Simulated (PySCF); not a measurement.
Compound: C6H9O (charge +1).
Atom-mapped SMILES: `[CH3:1][O:2][C:3]1=[CH:4][CH+:5][CH2:6][CH2:7]1` (hydrogens: H8, H9, H10 on C1; H11 on C4; H12 on C5; H13, H14 on C6; H15, H16 on C7)

Cartesian coordinates in Å at the GFN2-xTB level; atoms count from 1:
```xyz
16
C6H9O angstrom
C      2.6315    0.2374   -0.0496
O      1.5324   -0.6716   -0.0007
C      0.3233   -0.2674    0.0033
C     -0.1925    1.0547   -0.0364
C     -1.5483    1.0050   -0.0124
C     -2.0563   -0.3741    0.0452
C     -0.7976   -1.2415    0.0563
H      3.5285   -0.3790   -0.0397
H      2.6018    0.8316   -0.9644
H      2.6270    0.8975    0.8195
H      0.4005    1.9506   -0.0790
H     -2.2002    1.8625   -0.0329
H     -2.7084   -0.5814   -0.8079
H     -2.6818   -0.5193    0.9304
H     -0.7195   -1.8674    0.9486
H     -0.7480   -1.9287   -0.7917
```

Vertical excitations from PySCF (density fitting, frozen core in the response, grid level 2 and gas phase unless stated; continuum runs use non-equilibrium linear response for the excitations) on a GFN2-xTB geometry. Reference run:

```
                              settings    S1, eV (f)    S2, eV (f)    S3, eV (f)    S4, eV (f)    S5, eV (f)    S6, eV (f)  T1, eV (Tamm–Dancoff)  mean α (au)
PBE0/def2-SVPD, full TDDFT, 6 singlets  5.41 (0.342)  5.61 (0.001)  6.47 (0.000)  6.62 (0.088)  6.72 (0.003)  7.22 (0.001)                   3.44         69.0
```

Question: What do these settings give: (1) CAM-B3LYP/cc-pVDZ, grid level 1, energy threshold 1e-11 Eh, TDA, 12 singlets; (2) BLYP/aug-cc-pVDZ, fitting basis def2-universal-jkfit, energy threshold 1e-08 Eh, full TDDFT, 3 singlets?

Answer: 
```json
{"settings": "CAM-B3LYP/cc-pVDZ, grid level 1, energy threshold 1e-11 Eh, TDA, 12 singlets", "S1, eV (f)": "5.84 (0.002)", "S2, eV (f)": "5.87 (0.503)", "S3, eV (f)": "6.73 (0.001)", "S4, eV (f)": "7.01 (0.003)", "S5, eV (f)": "7.19 (0.148)", "S6, eV (f)": "7.71 (0.004)", "T1, eV (Tamm–Dancoff)": "3.48", "mean α (au)": "63.3"}
{"settings": "BLYP/aug-cc-pVDZ, fitting basis def2-universal-jkfit, energy threshold 1e-08 Eh, full TDDFT, 3 singlets", "S1, eV (f)": "4.99 (0.000)", "S2, eV (f)": "5.07 (0.296)", "S3, eV (f)": "5.81 (0.000)", "S4, eV (f)": "–", "S5, eV (f)": "–", "S6, eV (f)": "–", "T1, eV (Tamm–Dancoff)": "–", "mean α (au)": "72.3"}
```

(1) S1 moves by +0.43 eV; functional, basis and response scheme change together, so the shift can't be laid on one. (2) S1 moves by -0.42 eV; functional and basis change together, so the shift can't be laid on one. States are counted by energy in each run and needn't keep their character from row to row.

Question: Give the leading configurations of S1 (H = HOMO, L = LUMO) and the HOMO–LUMO gap of each run.

Answer: 
```json
{"settings": "PBE0/def2-SVPD, full TDDFT, 6 singlets", "S1 configurations (weight)": "H→L 0.97", "S1 (eV)": "5.41", "orbital gap (eV)": "5.93", "S1 − gap (eV)": "-0.52"}
{"settings": "CAM-B3LYP/cc-pVDZ, grid level 1, energy threshold 1e-11 Eh, TDA, 12 singlets", "S1 configurations (weight)": "H−1→L 0.93", "S1 (eV)": "5.84", "orbital gap (eV)": "8.35", "S1 − gap (eV)": "-2.51"}
{"settings": "BLYP/aug-cc-pVDZ, fitting basis def2-universal-jkfit, energy threshold 1e-08 Eh, full TDDFT, 3 singlets", "S1 configurations (weight)": "H−1→L 1.00", "S1 (eV)": "4.99", "orbital gap (eV)": "3.90", "S1 − gap (eV)": "+1.09"}
```

One conformer stands for the species.
